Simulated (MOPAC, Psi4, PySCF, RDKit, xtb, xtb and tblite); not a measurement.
Two geometries of SMILES [SiH2]([SiH2]O)C=C, relaxed at GFN2-xTB with one dihedral held; other torsions can differ between them too.

Structure A

```
13

C     -2.6511    -0.1384     0.1085
C     -1.5605    -0.2871    -0.6245
Si    -0.0177     0.7896    -0.4553
Si     1.7260    -0.2421    -1.5408
O      2.9080     0.8689    -1.3717
H     -2.7098     0.6147     0.8776
H     -3.5308    -0.7543    -0.0100
H     -1.5609    -1.0623    -1.3833
H     -0.3557     2.1131    -1.0116
H      0.2020     1.0223     0.9827
H      1.5393    -0.5132    -2.9760
H      2.1978    -1.5211    -0.9855
H      3.7825     0.7387    -1.7285
```

Structure B

```
13

C     -2.6610    -0.1599     0.0967
C     -1.5666    -0.2855    -0.6360
Si    -0.0218     0.7775    -0.4625
Si     1.6295    -0.4369     0.5873
O      2.8791     0.6107     0.5377
H     -2.7466     0.6055     0.8514
H     -3.5235    -0.8000    -0.0182
H     -1.5426    -1.0732    -1.3809
H      0.3381     1.2069    -1.8258
H     -0.4092     2.0002     0.2599
H      2.0421    -1.6896    -0.0665
H      1.3827    -0.8126     1.9886
H      3.7359     0.3998     0.8991
```

Problem. Which is lower in energy at the level DF-MP2 (frozen core)/cc-pVTZ // GFN2-xTB (Psi4), and by how much?

Solution. B is lower, by 7.74 kJ/mol (dihedral C1–C2–Si3–Si4: 165° in A, 105° in B).

E(B) − E(A) in kJ/mol at the other levels, on the same two geometries: GFN2-xTB (xtb and tblite) -2.21; MMFF94 // GFN2-xTB (RDKit) -1.86; PBE/def2-TZVP // GFN2-xTB (Psi4) -7.60; PBE-D3(BJ)/def2-TZVP // GFN2-xTB (Psi4) -7.65; wB97X-D/def2-TZVP // GFN2-xTB (Psi4) -7.25; HF/cc-pVTZ // GFN2-xTB (Psi4) -8.08; UFF // GFN2-xTB (RDKit) 2.84; PM3, restricted, heats of formation // GFN2-xTB (MOPAC) -4.13; PM7, restricted, heats of formation // GFN2-xTB (MOPAC) -7.00; GFN1-xTB // GFN2-xTB (xtb) -5.44; restricted B3LYP/6-31G*, spherical d, density fitting // GFN2-xTB (PySCF) -8.19; restricted Hartree-Fock/LANL2DZ, with its core potentials past Ne // GFN2-xTB (PySCF) -8.17; restricted BP86/6-31G*, spherical d, density fitting // GFN2-xTB (PySCF) -8.24; restricted B3LYP/LANL2DZ, with its core potentials past Ne // GFN2-xTB (PySCF) -7.58.

MMFF94 has few fitted parameters for silicon.
